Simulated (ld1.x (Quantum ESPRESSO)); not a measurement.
## Configuration tests for silver (Ag) (TM)

- Element: silver
- Generator: ld1.x (Quantum ESPRESSO) 7.5
- Type: norm-conserving Troullier–Martins (Kleinman–Bylander form)
- Functional: LDA (PZ)
- Relativity: fully relativistic
- Frozen core: [Kr]
- Valence charge: 11
- Reference configuration: 4d10 5s1 5p0
- Partial waves: 5s (bound): rc 2.44 bohr; 5p (bound, empty): rc 3.70 bohr; 4d (bound): rc 2.00 bohr
- Local potential: all-electron potential smoothed inside 1.55 bohr (lloc = -2)
- Core correction: Bessel-smoothed model core, default radius (core density twice the valence density)

Open shells are filled in proportion to 2j + 1 (rel_dist='average').

Energies are relative to the spin-unpolarised reference configuration 4d10 5s1 5p0; without spin polarisation the order of configurations can differ from experiment. Not all tests gave a result: 2 of 7 tests not solved or not reliable. Left out of the table: 4d10 5s0.5 5p0 (solver errors, printed error -892 meV); 4d9 5s1 5p0 (solver errors, printed error -4.0 eV).

| valence configuration | charge | ΔE all-electron (eV) | error AE − PS (meV) |
| --- | --- | --- | --- |
| 4d10 5s0 5p0 | +1 | 8.104 | -9.2 |
| 4d9 5s0 5p0 | +2 | 30.489 | -42 |
| 4d8 5s0 5p0 | +3 | 66.920 | -270 |

Problem. What are ΔE and the potential's error for 4d10 5s0 5p1?

Solution. ΔE = 4.017 eV all-electron; the error (AE − PS) is +0.4 meV.

Problem. What are ΔE and the potential's error for 4d7 5s0 5p0?

Solution. ΔE = 118.842 eV all-electron; the error (AE − PS) is -819 meV.

These tests converged, but a pseudo level misses the all-electron one widely, so the file describes the atom poorly there or has found another state: 4d9 5s0 5p0: empty 5s by 6.1 eV; 4d7 5s0 5p0: empty 5p by 4.4 eV.

Note: ghost state, extra bound levels that the all-electron valence spectrum of the same l lacks: s at -4.3 eV. A true bound ghost makes a file unfit for plane-wave use.
